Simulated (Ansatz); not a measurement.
`C=CB(Cl)Cl` + `N=O` → `C=CN=O` + `ClBCl`  (substitution at a C–B bond)

Program: Ansatz. Geometries: PBE0-D4/def2-TZVP. ΔE: electronic, gas phase. CCSD(T)/CBS adds triple-zeta CCSD(T) − MP2 to the extrapolated MP2 energy (def2 sets, frozen cores). This one scheme is used for every species. DFT in def2-TZVPP. B3LYP here is the variant with VWN-RPA as its local correlation; programs differ in this. HSE06 is defined as in plane-wave codes. One conformer a species, not always the lowest.

```
             level  ΔE (kJ/mol)  difference from CCSD(T)/CBS
         revPBE-D4         19.0                         -9.6
        r2SCANh-D4         17.0                        -11.6
        r2SCAN0-D4         20.5                         -8.1
      CAM-B3LYP-D4         19.9                         -8.7
           ωB97M-V         27.6                         -1.0
          PBE-QIDH         25.3                         -3.3
            revPBE         10.3                        -18.3
              PBE0         17.5                        -11.1
             B3LYP         12.2                        -16.4
             HSE06         17.2                        -11.4
             BHLYP         18.7                         -9.9
RPA@PBE/def2-TZVPP         33.1                          4.5
   CCSD/def2-TZVPP         31.4                          2.8
     HF/def2-QZVPP         22.9                         -5.7
SCS-MP2/def2-QZVPP         28.6                          0.0
     MP2/CBS(def2)         29.4                          0.8
       CCSD(T)/CBS         28.6                            0
```

Task: What do rigid-rotor, harmonic-oscillator terms from PBE0-D4/def2-TZVP frequencies (298.15 K, 1 bar) make of the CCSD(T)/CBS value? (Estimate.)

Result: Computed: ΔZPE = +1.2 kJ/mol, ΔH = +27.6 kJ/mol, ΔS = -5 J/(mol·K), ΔG = +29.2 kJ/mol.

Largest T1 diagnostic among the species: 0.015.

From PBE to PBE0 (25 % exact exchange), in def2-TZVPP and without D4, ΔE moves by +7.3 kJ/mol. Leaving LDA and LC-ωPBE aside and taking each functional with its dispersion term where it has one, the values, not all of them listed here, spread over 13.3 kJ/mol, from r2SCAN-D4 to ωB97M-V. LDA lies −3.2 kJ/mol from PBE without D4. The D4 term adds +7.2 kJ/mol with B3LYP and +4.0 kJ/mol with PBE0; it sums over pairs of atoms, weighted by their polarisabilities, and B3LYP, whose exchange is more repulsive, gets the larger term.
